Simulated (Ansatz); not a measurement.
A nudged elastic band was laid between two geometries of BrH + CH5B (9 atoms, charge 0, multiplicity 1).

The calculation used RHF/def2-SVP in Ansatz.

```yaml
movable_images: 5
climbing_image: yes
spring: 5.0 eV/Å²
optimiser: quadratic models (default)
start_path: through a guess of the saddle point
force_threshold: 0.5 eV/Å
iteration_limit: 60
end_points: relaxed
```

Initial state:

```xyz
9
Properties=species:S:1:pos:R:3
B 0.049 0.336 0.243
C 0.079 0.543 1.804
H -0.858 0.290 2.304
H 0.911 0.041 2.300
H 0.231 1.623 1.951
H 1.066 0.163 -0.375
H -0.979 0.426 -0.373
Br -0.442 -3.388 0.511
H -0.514 -3.394 1.918
```

Final state:

```xyz
9
Properties=species:S:1:pos:R:3
B -0.187 -0.758 -1.078
C 0.078 0.091 2.912
H -0.964 0.394 3.016
H 0.585 0.196 3.871
H 0.570 0.724 2.173
H 0.920 -0.337 -1.200
H -1.153 -0.064 -1.010
Br -0.429 -2.656 -0.995
H 0.123 -0.950 2.593
```

(1) What changes between the two ends?

(2) Give the energies along the band, and the barrier.

(3) What is the geometry of the highest image?

The band took 12 iterations and roughly 90 core-seconds.

## Answers

(1) Bonds broken: B1–C2, Br8–H9. Bonds formed: B1–Br8, C2–H9. BrH + CH5B becomes BBrH2 + CH4.

(2) The run converged. The highest image is number 3 of 0 to 6, 149.3 kJ/mol above the first end and 234.3 kJ/mol above the last; the last end lies 85.0 kJ/mol below the first. The threshold of 0.5 eV/Å is loose, so the images may lie well off the minimum-energy path. Neighbouring images differ by up to 2.0 eV, so the band resolves the path poorly. The order of the stationary point at the top wasn't checked. The orbitals stay closed-shell, which can raise the energy where a bond breaks towards radicals; this wasn't checked here.

```
image  path coordinate (Å)  energy (kJ/mol)  B1–C2 (Å)  Br8–H9 (Å)  B1–Br8 (Å)
    0                 0.00              0.0       1.57        1.41        3.77
    1                 0.94              2.6       1.58        1.41        3.55
    2                 1.88             25.4       1.59        1.41        3.10
    3                 2.82            149.3       1.72        1.70        2.44
    4                 4.00            -40.0       2.60        2.50        1.96
    5                 5.19            -81.6       3.39        3.28        1.92
    6                 6.37            -85.0       4.09        4.01        1.92
```

(3) 
```xyz
9
Properties=species:S:1:pos:R:3:forces:R:3
B -0.029 -0.181 0.267 -0.07 -0.26 0.13
C -0.039 0.009 1.972 0.21 0.21 0.03
H -1.026 -0.021 2.420 -0.06 -0.04 0.05
H 0.698 -0.454 2.632 -0.05 0.01 -0.06
H 0.275 1.052 1.869 -0.02 0.06 0.00
H 1.032 -0.055 -0.256 -0.01 0.02 0.08
H -1.067 0.150 -0.209 0.04 0.04 0.00
Br -0.258 -2.610 0.293 0.07 0.20 0.10
H -0.045 -1.248 1.295 -0.12 -0.23 -0.33
```

The run took 87 s on 1 thread of Arm Neoverse V2, on a shared host, peak memory 0.17 GiB.
